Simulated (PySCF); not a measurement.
YOCl, SMILES [O]=[Y][Cl]. Heavy atoms are numbered as in [Y:1](=[O:2])[Cl:3].

The structure is a stationary point at PBE0-D3(BJ)/def2-TZVP. The def2 effective core potentials stand for the cores of Y; spin–orbit coupling is left out.

The numbers are results of PySCF with r2SCAN/def2-TZVPD, not measurements.

Mulliken values depend strongly on the basis, most of all with diffuse functions as here. ESP charges are fitted to the potential on shells at 1.4 to 2.0 van der Waals radii. Atomic charges (e), one atom of each kind:

| atom | ESP fit | Mulliken |
|---|---|---|
| Y1 | 1.44 | 1.41 |
| O2 | -0.85 | -0.80 |
| Cl3 | -0.59 | -0.60 |
